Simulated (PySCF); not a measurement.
HNSi, SMILES [SiH]#N. The structure is a stationary point at B3LYP-D3(BJ)/def2-TZVPD.

PySCF 2.14.0 with TDDFT-M06-2X/def2-TZVPD puts the lowest singlet excitations at 3.10, 3.51, 3.51, 3.82, 3.82, 4.66 eV.

Q: What are the lowest excitation roots from ADC(2)/aug-cc-pVDZ in PySCF 2.14.0? (The exact figures need the calculation; the answer reports its results.)

A: 4.23, 4.23, 4.26, 4.45, 4.45, 4.48 eV. S1 differs by 1.12 eV (second minus first; roots are paired by order, and the bases may differ).
